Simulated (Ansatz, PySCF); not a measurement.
NbBr3, SMILES [Br][Nb]([Br])[Br] (connectivity only; charge and spin as stated), neutral, multiplicity 3. Atoms are numbered in the order given.

```xyz
4

Nb     0.0363    -0.0812    -0.0001
Br     1.1148    -2.2627     0.0000
Br    -2.3893     0.2800     0.0000
Br     1.2193     2.0669     0.0000
```
Charge 0, spin multiplicity 3.

Coordinates come from a B3LYP-D3(BJ)/def2-SVP optimisation. The spin state was assumed, not searched. The def2 effective core potentials stand for the cores of Nb; spin–orbit coupling is left out.

Two levels are set side by side: PBE-D3(BJ)/def2-SVP (Ansatz, an electronic-structure program) and B3LYP-D3(BJ)/def2-SVP (Ansatz). Each level has its own optimised geometry; the coordinates shown are those of the second. Frequencies come from the Hessian of PySCF at each geometry. Differences are taken from unrounded values.

```json
[
 {"quantity": "mean bond length (Å)", "B3LYP-D3(BJ)": "2.446", "PBE-D3(BJ)": "2.437", "PBE-D3(BJ) minus B3LYP-D3(BJ)": "-0.009"},
 {"quantity": "bond Nb1–Br2 (Å)", "B3LYP-D3(BJ)": "2.434", "PBE-D3(BJ)": "2.425", "PBE-D3(BJ) minus B3LYP-D3(BJ)": "-0.008"},
 {"quantity": "bond Nb1–Br3 (Å)", "B3LYP-D3(BJ)": "2.452", "PBE-D3(BJ)": "2.443", "PBE-D3(BJ) minus B3LYP-D3(BJ)": "-0.009"},
 {"quantity": "bond Nb1–Br4 (Å)", "B3LYP-D3(BJ)": "2.452", "PBE-D3(BJ)": "2.443", "PBE-D3(BJ) minus B3LYP-D3(BJ)": "-0.009"},
 {"quantity": "highest harmonic wavenumber (cm⁻¹)", "B3LYP-D3(BJ)": "334", "PBE-D3(BJ)": "333", "PBE-D3(BJ) minus B3LYP-D3(BJ)": "-1"},
 {"quantity": "mean harmonic wavenumber (cm⁻¹)", "B3LYP-D3(BJ)": "164", "PBE-D3(BJ)": "163", "PBE-D3(BJ) minus B3LYP-D3(BJ)": "-1"},
 {"quantity": "zero-point energy (kcal/mol)", "B3LYP-D3(BJ)": "1.41", "PBE-D3(BJ)": "1.40", "PBE-D3(BJ) minus B3LYP-D3(BJ)": "0.00"}
]
```

On these quantities the two levels nearly agree.
